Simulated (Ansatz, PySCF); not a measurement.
C7H7, doublet, at a GFN2-xTB geometry. Base run: PySCF with MP2/STO-3G.

Here is a job for PySCF.
```python
from pyscf import gto, scf, mp

mol = gto.Mole()
mol.atom = '''
    C     2.32289376   -0.19355192    0.13621608
    C     0.82930870   -0.06159424    0.05289513
    C     0.22818496    1.18754563   -0.00239106
    C    -1.15837773    1.30455812   -0.08762224
    C    -1.88448454    0.15209453   -0.11402876
    C    -1.34947138   -1.10158842   -0.06274204
    C     0.03610974   -1.20261803    0.02214713
    H     2.71308913   -0.63833102   -0.77902155
    H     2.79265167    0.77682518    0.27459193
    H     2.60333027   -0.83921406    0.96688524
    H     0.83365873    2.08325206    0.02086714
    H    -1.62188804    2.27878487   -0.12947472
    H    -1.96232699   -1.99017288   -0.08562072
    H     0.49650407   -2.18021818    0.06492746
'''
mol.basis = 'sto-3g'
mol.spin = 1
mol.verbose = 4
mol.build()

mf = scf.UHF(mol)
mf.kernel()

pt = mp.MP2(mf)
pt.kernel()
print('E(MP2) = %.10f' % pt.e_tot)
```

The same geometry, method and basis name were run in Ansatz (a quantum-chemistry and plane-wave program) and PySCF, at each program's defaults and at the settings that a row names. The base is PySCF at its defaults. Differences at the defaults can come from grids, fitting, cores and function types together. The rows with settings made alike still differ; the cause (another SCF solution, basis table, core potential or functional code) wasn't traced.

```csv
code and settings,ΔE vs base (mEh),basis functions,E (Eh),SCF cycles,SCF-reference dipole (D),outcome
"PySCF, defaults (exact integrals, spherical functions, all electrons correlated)",0.000,42,-266.19483,16,0.48,converged
"Ansatz, defaults (factorised integrals, spherical functions, frozen core)",42.801,42,-266.15203,-,-,another SCF solution
"PySCF, frozen core",3.249,42,-266.19158,16,0.48,converged
"Ansatz, high accuracy, frozen core",42.775,42,-266.15205,-,-,another SCF solution
```

A guess, shift, damping, solver or small numerical setting can't move a converged solution much, so rows marked as another SCF solution ended in a different state.

Open shells are given as the SCF converged; they aren't shown to be the lowest states, and a large step between rows can be another state.
